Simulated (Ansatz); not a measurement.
Mulliken charges of ClFGeH$_{3}$Si, SMILES `F[Si](Cl)[GeH3]` radical from r2SCAN/def2-TZVPP in Ansatz (PBE0-D4/def2-TZVP geometry).

```
atom   x (Å)   y (Å)   z (Å)  charge (e)
  F1  -0.879  -2.020   1.004      -0.294
 Si2   0.309  -0.945   1.050       0.470
 Cl3   1.982  -1.883   0.305      -0.222
 Ge4  -0.256   0.901  -0.386       0.037
  H5   0.918   1.888  -0.350       0.003
  H6  -1.522   1.580   0.155      -0.001
  H7  -0.491   0.411  -1.823       0.007
```

Problem. By hand: the dipole of these point charges (1 e Å = 4.8032 D).

Solution. Σ q r = (-0.045, 0.608, 0.102) e Å, of length 0.618 e Å = 2.97 D.

Problem. How does the dipole of the full density compare? (Estimate.)

Solution. The calculation gave: (-0.036, 0.308, -0.013) e Å, 1.49 D; the point charges give 1.99 times that, at 12° from its direction.

Point charges leave out the atoms' own dipoles, such as those of lone pairs, and Mulliken's split depends on the basis, so the two needn't agree.
